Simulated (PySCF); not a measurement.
**19F chemical shifts**

[PySCF: PBE0/pcSseg-1 with gauge-including orbitals; GFN2-xTB structure; one conformer; no solvent; relativity neglected; averaged over atoms made equivalent by symmetry, fast rotation or ring inversion]

Shieldings were converted by a linear fit to measured shifts: 19F (scatter 6.0 ppm rms, 7.0 ppm with the 5 outliers that the fit left out vs CFCl3, solution or neat liquid, with a term for F on sp3 carbon). A few per cent of atoms miss by over 2 rms, more outside the fitted compound classes.

**Question.** Give the 19F shifts of `C=C(C=O)[C@H](C)C(F)F`.

**Answer.** 
```tsv
compound	environment	δ (ppm)
[CH2:1]=[C:2]([CH:3]=[O:4])[C@H:5]([CH3:6])[CH:7]([F:8])[F:9]	F8: fluorine of a CF2 group	-114.3
[CH2:1]=[C:2]([CH:3]=[O:4])[C@H:5]([CH3:6])[CH:7]([F:8])[F:9]	F9: fluorine of a CF2 group	-131.3
```

**Question.** Match the shifts -130.2, -154.3, -167.8, -216.1, -229.2 ppm to `O=CC1=C(Cl)C=C[C@@H]1F`, `CC(C)C1=C(O[SiH2]O)[C@@H]1F`, `Cc1cc[pH]c1F`, `C=C(O[SiH2][C@H](C)F)C(C)=O`, `F[C@H]1CSc2ccccc21`.

**Answer.** -130.2: Cc1cc[pH]c1F (fluorine on an unsaturated ring); -154.3: CC(C)C1=C(O[SiH2]O)[C@@H]1F (fluorine on an sp3 carbon); -167.8: F[C@H]1CSc2ccccc21 (fluorine on an sp3 carbon); -216.1: O=CC1=C(Cl)C=C[C@@H]1F (fluorine on an sp3 carbon); -229.2: C=C(O[SiH2][C@H](C)F)C(C)=O (fluorine on an sp3 carbon).
